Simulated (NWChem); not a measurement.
# C3H3N2, doublet; SMILES [c]1cn[nH]c1

```xyz
8

C      1.2292    -0.1158     0.0000
C      0.5223     1.0629     0.0000
N     -0.7755     0.6670     0.0000
N     -0.9333    -0.6527     0.0000
C      0.2962    -1.1618     0.0000
H      0.8213     2.1083     0.0000
H     -1.5978     1.2578     0.0000
H      0.4475    -2.2397     0.0000
```
Atoms are numbered in this order, from 1.

Level: PBE0/def2-SVP, spin-unrestricted (NWChem), optimised geometry, unscaled harmonic frequencies. In the optimisation the excess spin sits in a' (Cs, its own frame).

```csv
frequency (cm⁻¹),IR intensity (km/mol)
587,4.9
594,61.5
708,43.3
793,18.2
868,17.6
898,17.9
933,14.6
1057,45.6
1151,10.9
1226,2.3
1273,12.7
1399,0.0
1440,7.1
1492,3.9
1560,5.2
3284,0.4
3297,1.7
3676,94.6
```

```yaml
zero_point_energy: 37.5 kcal/mol
thermal correction to the enthalpy at 298.15 K (with zero-point energy): 40.3 kcal/mol
heat capacity Cv: 12.3 cal/(mol K)
"entropy at 298.15 K and 1 atm (symmetry number 1, electronic part: spin degeneracy alone)": 65.9 cal/(mol K)
dipole_moment: 2.30 D
```

Rigid rotor and harmonic oscillator.
